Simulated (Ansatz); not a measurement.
`O[SiH](O)N[SiH2]F`, charge 0, multiplicity 1.

Task: Give a relaxed structure at PBE0-D4/def2-TZVP (Ansatz). (Best estimate.)

Result: Computed: 
```xyz
12

O     0.233    2.309   -0.697
Si   -0.230    0.746   -0.776
O    -1.814    0.805   -1.207
N     0.061    0.016    0.749
Si    0.877   -1.443    1.095
F    -0.119   -2.700    1.087
H    -0.263    2.927   -1.237
H     0.550   -0.047   -1.753
H    -2.282   -0.024   -1.309
H    -0.344    0.495    1.544
H     1.447   -1.379    2.459
H     1.884   -1.705    0.046
```
This is one stationary point; other conformers may exist.
